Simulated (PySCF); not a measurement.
**TDDFT excited states: CH9FGe2Si**

CH₉FGe₂Si.
InChI=1S/CH9FGe2Si/c2-1-3-4-5/h1,3-4H2,5H3

Computed with PySCF 2.14.0, density-fitted response routines, TDDFT wB97X-D/def2-SVPD, vertical, gas phase, core orbitals frozen in the response. One conformer (not necessarily the lowest) at the PBE0-D3(BJ)/def2-SVP geometry, without solvent, vibrations or thermal averaging. Relativistic effects, spin–orbit coupling among them, are left out although an element past zinc is present. Torsions of this conformer, `[F:1][CH2:2][GeH2:3][GeH2:4][SiH3:5]`: F1–C2–Ge3–Ge4 -42°, C2–Ge3–Ge4–Si5 -45°.

Problem. Predict the UV-vis stick spectrum at this level.

Solution. 

```
state  E (eV)  E (hartree)      f  |μ| (D)  main configurations (H = HOMO, L = LUMO)
   S1    6.90       0.2536  0.304     3.41                    H→L (67%), H→L+1 (17%)
   S2    7.02       0.2581  0.078     1.71       H→L+1 (40%), H→L+3 (39%), H→L (12%)
   S3    7.14       0.2624  0.129     2.19                  H→L+3 (43%), H→L+1 (37%)
   S4    7.35       0.2701  0.045     1.28    H→L+2 (42%), H-1→L (35%), H-1→L+1 (8%)
   S5    7.39       0.2717  0.014     0.70                  H-1→L (44%), H→L+2 (36%)
   S6    7.57       0.2780  0.035     1.10                H-1→L+1 (36%), H→L+5 (31%)
   S7    7.68       0.2822  0.133     2.13  H→L+5 (32%), H-1→L+1 (32%), H-1→L+2 (8%)
   S8    7.76       0.2851  0.254     2.94                H→L+4 (42%), H-1→L+2 (19%)
   S9    7.83       0.2877  0.026     0.94  H-1→L+3 (35%), H→L+4 (26%), H-1→L+2 (8%)
  S10    7.91       0.2908  0.071     1.54                               H-2→L (72%)
```

Triplets (Tamm–Dancoff): T1 6.05 eV, H→L (84%); T2 6.54 eV, H→L+3 (51%), H→L+1 (32%); T3 6.64 eV, H→L+1 (31%), H→L+2 (28%), H→L+3 (17%); T4 6.72 eV, H→L+2 (42%), H→L+3 (16%), H→L+1 (14%).

The lowest singlet comes at 180 nm (666 kJ/mol) in the vacuum ultraviolet; it is strong; its leading configuration is HOMO→LUMO (67%). The lowest level is also the most intense of those listed (f = 0.304). Löwdin shares by element: HOMO germanium 56%, silicon 17%, carbon 5% (atoms not listed hold the other 21%); LUMO germanium 42%, silicon 16%, hydrogen 10% or more (atoms not listed hold the other 32%). Weighted by f, the mean energy of these states is 7.37 eV. The oscillator strengths of these states sum to 1.090; summed over the whole spectrum of an exact calculation they would give the number of electrons, 102 (Thomas–Reiche–Kuhn). The listed states span 1.01 eV, and the widest gap between neighbours is 0.21 eV (S3 to S4). The vertical ionisation energy (ΔSCF) is 9.61 eV, 1.70 eV above S10. The window holds the lowest 10 singlets.

Time: 4.7 min wall (grids of density and orbitals included); peak memory 1.2 GiB. Hardware: one thread of an Arm Neoverse N1, no GPU (shared host).

Without π bonds the low states are Rydberg-like; a valence basis with one diffuse set may place them up to an eV too high.
